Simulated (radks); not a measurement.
Values are calculated unless marked as measured or tabulated.
Fractional charge and spin in the 4p shell of niobium: the spin-up occupation runs from 2 to 3 and the spin-down occupation from 2 to 3; the fullest corner is Nb2+, [Ar] 3d10 4s2 4d(up 1.5, down 1.5) 4p(up 3, down 3). Code: a radial shooting solver on a logarithmic mesh with Libxc functionals. Model: scalar-relativistic Kohn-Sham, PBE, spin-polarised, spherical densities, finite nucleus; Fermi nuclear charge, rms radius of each element as measured or else 0.836 A^(1/3) + 0.57 fm. Energy (eV) above the fullest corner. The planes named below are the two flat planes that join the four corners, with an edge along up + down = one added electron.

\begin{tabular}{lrrr}
down \ up & 2 & 2.5 & 3 \\ \hline
2 & 133.150 & 94.045 & 58.734 \\
2.5 & 94.045 & 59.006 & 27.620 \\
3 & 58.734 & 27.620 & 0.000 \\
\end{tabular}

Corners above the fullest one (they belong to Nb3+ and the next ion): (up 3, down 2) 58.734 eV, (up 2, down 3) 58.734 eV, (up 2, down 2) 133.15 eV. With half an added electron in each spin the energy lies 0.272 eV from the planes, and with half an added electron in spin up alone -1.896 eV. The planes are only a guide here: the flat-plane condition holds for ground states with one frontier orbital, while this shell lies below other occupied shells, so the corners above the fullest one are inner-hole states and not the ground states of those ions.
